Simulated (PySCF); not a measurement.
Species: C5H4FN.
Geometry (GFN2-xTB, Å), atoms numbered from 1 in this order:
```xyz
11
C5H4FN angstrom
F     -0.1950    2.4736    0.1516
C     -0.0894    1.1357    0.0680
C     -1.2347    0.3619   -0.0040
C     -1.0575   -1.0112   -0.0891
N      0.1267   -1.5958   -0.1018
C      1.2045   -0.8358   -0.0310
C      1.1636    0.5480    0.0558
H     -2.2117    0.8158    0.0063
H     -1.9086   -1.6757   -0.1495
H      2.1498   -1.3611   -0.0437
H      2.0577    1.1472    0.1114
```

Method used: PBE0/pcSseg-1 in PySCF (dipole) on a GFN2-xTB geometry, gas phase.

Take the most abundant isotopes and a rigid rotor. 

Problem. What are A, B and C (cm⁻¹)?

Solution. Ia = 83.25, Ib = 194.42, Ic = 277.67 u·Å²; 505379 MHz·u·Å²/I gives 6071, 2599 and 1820 MHz, that is A = 0.20250, B = 0.08671, C = 0.06071 cm⁻¹.

Problem. What kind of rotor is it?

Solution. An asymmetric top: κ = (2 × 2599 − 6071 − 1820)/(6071 − 1820) = -0.63.

Problem. What does the inertial defect say?

Solution. Planar: Δ = Ic − Ia − Ib = 0.00 u·Å². For a rigid frame Δ = −2 Σ m c², so it vanishes when all atoms lie in the ab plane; here none is more than 0.01 Å from it.

Problem. Predict some low-J microwave lines.

Solution. The dipole components are |μa| = 0.69 D, |μb| = 0.00 D, |μc| = 0.00 D; the symmetry axis of this C2v structure is a, so μb and μc vanish by symmetry and there are no b-type or c-type lines. Some lines, for components of 0.1 D or more:

```tsv
type	branch	J(Ka,Kc)	MHz	lower level (cm⁻¹)
a	Q	1(1,0) ← 1(1,1)	779	0.263
a	Q	2(1,1) ← 2(1,2)	2338	0.532
a	R	1(0,1) ← 0(0,0)	4420	0.000
a	R	2(1,2) ← 1(1,1)	8060	0.263
a	R	2(0,2) ← 1(0,1)	8722	0.147
a	R	2(1,1) ← 1(1,0)	9618	0.289
```

Problem. Estimate the classical rotational partition function at 50 K, 100 K and 500 K.

Solution. Point group C2v, symmetry number σ = 2; q = (√π/σ)·√((kT/h)³/(ABC)), k/h = 20836.6 MHz/K: 5560 at 50 K, 15700 at 100 K, 176000 at 500 K.

Not checked by GFN2-xTB frequencies. Constants of a rigid frame at the computed geometry: no zero-point averaging, no centrifugal distortion. Quadrupole hyperfine structure (14N) is left out.
